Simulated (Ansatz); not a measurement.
Relaxation of C$_{2}$H$_{5}$FGaN (10 atoms, charge 0, multiplicity 1), to a largest force component of 0.02 eV/Å in at most 50 steps.

Method: Ansatz, RKS B3LYP/def2-SVP.

```xyz
10
Properties=species:S:1:pos:R:3:forces:R:3
C 0.914 0.521 1.137 2.81 0.60 1.22
C -0.035 0.084 0.308 1.12 -4.45 -1.88
N -1.358 -0.138 0.629 -1.59 0.64 -1.30
Ga 0.481 -0.518 -1.548 0.00 0.36 0.22
F -0.844 -0.951 -2.615 -0.03 -0.06 -0.04
H 0.705 0.821 2.154 -0.12 0.07 0.60
H 1.939 0.581 0.806 0.51 0.34 -0.13
H -1.705 0.298 1.473 0.03 -0.29 1.28
H -0.586 0.959 0.652 -2.68 2.87 -0.03
H 1.908 -0.591 -2.194 -0.04 -0.06 0.05
```

Question: Where does it end, and by what steps?

Answer: The forces met the threshold. After 19 steps the energy has fallen by 4.497 eV; H9 moved furthest, 1.63 Å. Parted: C2–H9. Joined: N3–H9.

```csv
step,energy less start (eV),largest force component (eV/Å),accepted
0,0.0000,4.454,yes
1,-0.7610,2.778,yes
2,-1.3956,3.586,yes
3,-2.3386,3.798,yes
4,-3.3060,2.348,yes
5,-3.7605,1.035,yes
6,-3.9539,0.616,yes
7,-3.9730,1.470,yes
8,-4.1526,0.799,yes
9,-4.2774,0.565,yes
10,-4.3514,0.912,yes
11,-4.4293,0.504,yes
12,-4.4778,0.200,yes
13,-4.4862,0.212,yes
14,-4.4909,0.138,yes
15,-4.4947,0.092,yes
16,-4.4959,0.080,yes
17,-4.4967,0.049,yes
18,-4.4973,0.041,yes
19,-4.4975,0.016,yes
```

```xyz
10
Properties=species:S:1:pos:R:3
C 1.155 0.380 1.213
C 0.122 0.141 0.368
N -1.214 0.232 0.691
Ga 0.556 -0.411 -1.456
F -0.914 -0.477 -2.451
H 1.003 0.715 2.247
H 2.190 0.237 0.894
H -1.482 0.711 1.546
H -1.887 0.293 -0.064
H 1.890 -0.755 -2.184
```

Time of the run: 64 s on 2 threads of Arm Neoverse V2, with other jobs on the host, peak memory 0.27 GiB.
